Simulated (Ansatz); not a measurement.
```xyz
3

F     0.0361    0.0619    0.0245
H     3.0010   -0.4009    0.6250
F     2.8108    0.2753    0.0423
```

Basis set: def2-SVP (spherical functions). Left uncorrelated: 2 orbitals. Charge 0, multiplicity 2.

Computed with Ansatz (development build ahead of 0.2.0); each method stands on the lowest determinant of its kind that the runs found.

The atomization energy at this shape (free ground-state atoms in the same class of orbitals less the molecule, no zero-point energy) of doublet HF₂:

| method | atomization energy |
| --- | --- |
| UHF | 4.10 eV |

(1) What does UHF-MP2 give?

## Answers

(1) 5.77 eV.
